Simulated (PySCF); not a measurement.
PySCF 2.14 output of an unrestricted B2PLYP calculation on a single atom or ion in aug-cc-pVTZ-PP with ECP28MDF (6s6p5d3f2g, 88 functions), with scalar relativity through the core potential:

```
SCF conv_tol = 1e-09
number electrons alpha = 9  beta = 8
    A. D. Becke.,  Phys. Rev. A 38, 3098 (1988)
    C. Lee, W. Yang, and R. G. Parr.,  Phys. Rev. B 37, 785 (1988)
    B. Miehlich, A. Savin, H. Stoll, and H. Preuss.,  Chem. Phys. Lett. 157, 200 (1989)
cycle= 1 E= -165.16190562526  delta_E= -0.00567  |g|= 0.0249  |ddm|= 0.0924
cycle= 2 E= -165.162001956854  delta_E= -9.63e-05  |g|= 0.00855  |ddm|= 0.0131
cycle= 3 E= -165.162014340866  delta_E= -1.24e-05  |g|= 0.00277  |ddm|= 0.00549
cycle= 4 E= -165.162015839413  delta_E= -1.5e-06  |g|= 0.000255  |ddm|= 0.00151
cycle= 5 E= -165.162015875317  delta_E= -3.59e-08  |g|= 5.81e-05  |ddm|= 0.000244
cycle= 6 E= -165.162015879289  delta_E= -3.97e-09  |g|= 5.95e-06  |ddm|= 0.000114
cycle= 7 E= -165.16201587932  delta_E= -3.14e-11  |g|= 5.75e-07  |ddm|= 9.77e-06
converged SCF energy = -165.16201587932  <S^2> = 0.75112457  2S+1 = 2.0011243
```

The run itself started from symmetry-adapted Hartree-Fock orbitals and held the occupation by maximum overlap, on a logarithmic radial grid, so the iterations belong to that start.

Question: Which element, charge and spin multiplicity is this?

Answer: Cd(3+) (cadmium, charge +3), multiplicity 2; the state was [Kr] 4d9, 2D determinant. The SCF energy lacks the PT2 part of the double hybrid.

Energies and moments cover only the electrons outside the core potential.
